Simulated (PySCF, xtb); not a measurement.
Ga(F)(Br)(NH2) (BrFGaH2N), SMILES [NH2][Ga]([F])[Br].

GFN2-xTB run with xtb at its own geometry gives an orbital gap of 3.52 eV and a dipole moment of 4.60 D.

Coordinates come from a B3LYP-D3(BJ)/def2-SVP optimisation. The structure was generated by enumeration; whether it is a known compound was not checked. One conformer was computed; it need not be the lowest.

Question: What does PBE/def2-TZVP in PySCF give? (The exact figures need the calculation; the answer reports its results.)

Answer: gap 4.44 eV (levels -6.65 and -2.21 eV), dipole 2.84 D.
